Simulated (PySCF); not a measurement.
Ga(H)2(OH) (GaH₃O), SMILES [OH][GaH2].

Geometry: PBE-D3(BJ)/def2-TZVP.

The numbers are results of r2SCAN/def2-TZVPD run with PySCF, not measurements.

Symmetry labels are those of the subgroup Cs that the program uses (full group Cs).

### Question
List the valence orbital energies around the gap with their symmetry. (Estimate from the structure and the level; the computed values follow.)

### Answer

```tsv
orbital	symmetry	energy (eV)
HOMO−7	A"	-20.58
HOMO−6	A'	-20.47
HOMO−5	A'	-20.34
HOMO−4	A'	-12.43
HOMO−3	A'	-10.51
HOMO−2	A'	-8.30
HOMO−1	A"	-7.62
HOMO	A'	-7.58
LUMO	A"	-1.74
LUMO+1	A'	-0.29
LUMO+2	A'	0.38
LUMO+3	A'	1.22
```
